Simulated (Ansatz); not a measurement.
The cluster Al2As2 (the lowest singlet isomer of a short search), 4 atoms. Hardware: 4 threads of Intel Xeon Platinum 8259CL on a shared host.

Correlated methods freeze 28 core orbitals; core or outer-core shells of As are correlated, in sets that lack core-valence functions.

How many basis functions does each of these Ansatz runs have, and roughly what does it cost? PBE-D4/def2-SVP, charge 0 singlet, energy, from earlier orbitals; PBE-QIDH/def2-TZVP, charge 0 singlet, energy, from earlier orbitals; PBE-D4/def2-TZVP, charge 0 quintet, energy, from earlier orbitals; PBE0-D4/def2-TZVPD, charge 0 singlet, energy, from earlier orbitals; PBE with 15 % exact exchange/def2-SVP, charge 0 singlet, energy, from earlier orbitals; PBE0-D4/def2-TZVPD, charge -1 doublet at the geometry of the charge 0 singlet, energy; PBE0-D4/def2-TZVP, charge 0 singlet, energy and forces, from earlier orbitals; PBE-D4/def2-TZVP, charge 0 triplet, energy, from earlier orbitals; r2SCAN-D4/def2-TZVP, charge 0 triplet, energy, from earlier orbitals; r2SCAN-D4/def2-TZVP, charge 0 quintet, energy, from earlier orbitals; PBE with 40 % exact exchange/def2-SVP, charge 0 quintet, energy, from earlier orbitals; CAM-B3LYP-D4/def2-TZVP, charge 0 singlet, energy, from earlier orbitals.

Other jobs shared the machine, so times can vary by a factor of up to 3. A dash marks memory too small to be measured apart from the calling script's.

```csv
run,functions,fitting or Cholesky vectors,wall time,peak host memory (GiB)
"PBE-D4/def2-SVP, charge 0 singlet, energy, from earlier orbitals",100,1112,0.85 s,–
"PBE with 15 % exact exchange/def2-SVP, charge 0 singlet, energy, from earlier orbitals",100,948,1.5 s,–
"PBE with 40 % exact exchange/def2-SVP, charge 0 quintet, energy, from earlier orbitals",100,948,2.6 s,–
"PBE-D4/def2-TZVP, charge 0 triplet, energy, from earlier orbitals",170,1264,2.7 s,–
"PBE-D4/def2-TZVP, charge 0 quintet, energy, from earlier orbitals",170,1264,2.9 s,–
"PBE0-D4/def2-TZVPD, charge 0 singlet, energy, from earlier orbitals",194,1462,3.6 s,0.7
"PBE0-D4/def2-TZVP, charge 0 singlet, energy and forces, from earlier orbitals",170,1404,4.7 s,0.56
"CAM-B3LYP-D4/def2-TZVP, charge 0 singlet, energy, from earlier orbitals",170,1336,4.8 s,0.62
"r2SCAN-D4/def2-TZVP, charge 0 quintet, energy, from earlier orbitals",170,1264,5.5 s,–
"PBE-QIDH/def2-TZVP, charge 0 singlet, energy, from earlier orbitals",170,1113,6 s,–
"r2SCAN-D4/def2-TZVP, charge 0 triplet, energy, from earlier orbitals",170,1264,6.5 s,–
"PBE0-D4/def2-TZVPD, charge -1 doublet at the geometry of the charge 0 singlet, energy",194,1462,9.5 s,0.98
```
